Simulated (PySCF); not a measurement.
Positional isomers: propene hydroxy+silyl. Isolated molecules, 0 K electronic values unless said otherwise. One relaxed conformer stands for each flexible species; it need not be the lowest. Strings in code marks are SMILES.

The HOMO from two functionals at the same geometries (PBE0-D3(BJ)/def2-TZVP), both in PySCF: PBE-D3(BJ)/def2-TZVP and ωB97X-D3(BJ)/def2-TZVP. 

```
species                                                        PBE-D3(BJ)/def2-TZVP (eV)  ωB97X-D3(BJ)/def2-TZVP (eV)
-------------------------------------------------------------  -------------------------  ---------------------------
`C([SiH3])C(O)=C` (C–C–O–H torsion 0°, O–C–C–Si torsion -69°)                      -5.41                        -8.96
`C=C([SiH3])CO` (Si–C–C–O torsion -45°, C–C–O–H torsion -59°)                      -6.41                       -10.19
`C/C(O)=C\[SiH3]` (C–C–O–H torsion 180°)                                           -5.56                        -9.05
`C/C([SiH3])=C/O` (C–C–O–H torsion 180°)                                           -5.38                        -8.89
`O/C=C/C[SiH3]` (H–O–C–C torsion -1°, C–C–C–Si torsion -111°)                      -5.21                        -8.70
`OC/C=C/[SiH3]` (H–O–C–C torsion 58°, O–C–C–C torsion -126°)                       -6.37                       -10.20
```

Over these rows, drawn at random from the members with no instability flagged (it was tested for open shells, ions and some series alone), PBE minus ωB97X-D3(BJ): mean +3.61 eV, from +3.49 eV to +3.83 eV.
